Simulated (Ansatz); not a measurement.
CH₄Cl₂OSi (SMILES C[Si](O)(Cl)Cl), singlet, geometry from GFN2-xTB.

Here is a job for Ansatz (a quantum-chemistry and plane-wave program).
Ansatz 0.2 input:
```yaml
crystal:
  periodic: [false, false, false]
  atoms:
    - {symbol: C, position_ang: [1.95126514, -0.27943992, -0.70285719]}
    - {symbol: Si, position_ang: [0.12744172, -0.19449482, -0.21374437]}
    - {symbol: O, position_ang: [-0.61155997, -1.31767159, -1.11715164]}
    - {symbol: Cl, position_ang: [-0.67556983, 1.62709143, -0.59558997]}
    - {symbol: Cl, position_ang: [-0.14993103, -0.60664912, 1.75143134]}
    - {symbol: H, position_ang: [2.36199611, -1.26231174, -0.49397836]}
    - {symbol: H, position_ang: [2.54436889, 0.45143359, -0.16092430]}
    - {symbol: H, position_ang: [2.07535666, -0.08809197, -1.76410744]}
    - {symbol: H, position_ang: [-1.54750251, -1.50760919, -1.08351591]}
basis:
  gaussian:
    orbitals: def2-SV_P_.json
hamiltonian:
  xc: pbe
```
The basis file holds def2-SV(P) in the JSON format of the Basis Set Exchange.

What does this run give for the number of basis functions, total energy?


The number of basis functions comes out as 90. The total energy is -1324.6406 Eh.
